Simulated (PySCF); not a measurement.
Match the calculated data to a structure.

- Rotational structure: rotational constants A, B, C: 3.803, 1.209, 0.991 GHz [GFN2-xTB]
- 1H NMR: chemical shifts (computed TMS as zero) by class: 4.59 (1 H), 1.96 (3 H), 1.64 (2 H), 1.11 (3 H) ppm [GIAO PBE0/pcSseg-1]
- 13C NMR: chemical shifts (computed TMS as zero) by class: 191.5 (1 C), 191.0 (1 C), 95.1 (1 C), 44.4 (1 C), 33.8 (1 C), 18.4 (1 C) ppm [GIAO PBE0/pcSseg-1]
- NMR, other nuclei: isotropic shieldings of nuclei other than C and H, by class: -149 (1 O), -109 (1 O) ppm [GIAO PBE0/pcSseg-1]

The electronic properties come from PySCF, for the isolated species, density fitting. Levels stand in brackets. One conformer (not necessarily the lowest) at the GFN2-xTB geometry, without solvent, vibrations or thermal averaging. No diffuse functions stand in pcSseg-1, which bears on an anion's orbital energies. NMR classes are plain means over equivalent atoms (diastereotopic ones count apart unless rotation or inversion swaps them), as if these changed places fast.

Task: Which candidate is it?
A. `CC/C([O-])=C/C(C)=O`
B. `C=C(CC)CC(=O)[O-]`
C. `C=C[P-]c1ccco1`

Result: A. It is `CC/C([O-])=C/C(C)=O`. Numbering: `[CH3:1][CH2:2]/[C:3]([O-:4])=[CH:5]/[C:6]([CH3:7])=[O:8]`. 6 carbons fall into 6 classes; from least to most shielded: ketone carbonyl carbon [C6] (191.5 ppm), vinylic carbon bearing oxygen [C3] (191.0 ppm), carbon bonded to 2 C and H [C5] (95.1 ppm), allylic carbon [C2] (44.4 ppm), methyl carbon next to a carbonyl [C7] (33.8 ppm), methyl carbon [C1] (18.4 ppm). Hydrogen classes from least to most shielded: 1 H on a carbon bonded to 2 C and H, C5 (4.59 ppm), 3 H on a methyl carbon next to a carbonyl, C7 (1.96 ppm, a mean of values up to 1.7 ppm apart in this geometry), 2 H on an allylic carbon, C2 (1.64 ppm, a mean of values up to 1.1 ppm apart in this geometry), 3 H on a methyl carbon, C1 (1.11 ppm, a mean of values up to 0.5 ppm apart in this geometry). The other shieldings belong to: -149 ppm, ketone oxygen [O8]; -109 ppm, enolate oxygen [O4]. The optimised geometry has point group C1 and is an asymmetric top.

The others, at the same levels:
- `C=C(CC)CC(=O)[O-]` fails: its computed 13C shifts are 167.6 (1 C), 167.0 (1 C), 98.8 (1 C), 56.4 (1 C), 32.9 (1 C), 18.3 (1 C) ppm, 1H shifts are 4.34 (1 H), 4.21 (1 H), 3.23 (2 H), 2.66 (2 H), 0.86 (3 H) ppm and rotational constant A is 3.263 GHz (against 3.803 GHz).
- `C=C[P-]c1ccco1` fails: it has 6 hydrogens where the 1H data count 9; its computed 13C shifts are 187.3 (1 C), 162.8 (1 C), 133.7 (1 C), 115.5 (1 C), 100.2 (1 C), 91.0 (1 C) ppm, 1H shifts are 8.61 (1 H), 7.01 (1 H), 5.90 (1 H), 5.40 (1 H), 4.33 (1 H), 4.22 (1 H) ppm and rotational constant A is 5.178 GHz (against 3.803 GHz).

Each candidate is one conformer, not necessarily the lowest. The conformers computed, where there is a choice (atom-mapped SMILES and torsion angles):
- `[CH3:1][CH2:2]/[C:3]([O-:4])=[CH:5]/[C:6]([CH3:7])=[O:8]`: C1–C2–C3–O4 -101°, C3–C5–C6–C7 0°
- `[CH2:1]=[C:2]([CH2:3][CH3:4])[CH2:5][C:6](=[O:7])[O-:8]`: C1–C2–C3–C4 102°, C1–C2–C5–C6 104°, C2–C5–C6–O7 69°
- `[CH2:1]=[CH:2][P-:3][c:4]1[cH:5][cH:6][cH:7][o:8]1`: C1–C2–P3–C4 180°, C2–P3–C4–C5 180°
